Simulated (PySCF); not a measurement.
A structure optimised at PBE-D3(BJ)/def2-SVP, used in a PySCF frequency run:

```
Ga
F 1 1.7680
F 1 1.7680 2 111.93
As 1 2.4080 2 123.98 3 176.39
H 4 1.5412 1 88.64 2 46.11
H 4 1.5412 5 91.79 1 -88.59
```
Charge 0, spin multiplicity 1.

Task: Write its SMILES, formula and point group.

Result: [F][Ga]([F])[AsH2], AsF2GaH2, Cs

Task: What are its rotational constants (standard atomic weights)?

Result: 5.8542, 1.3762, 1.1256 GHz
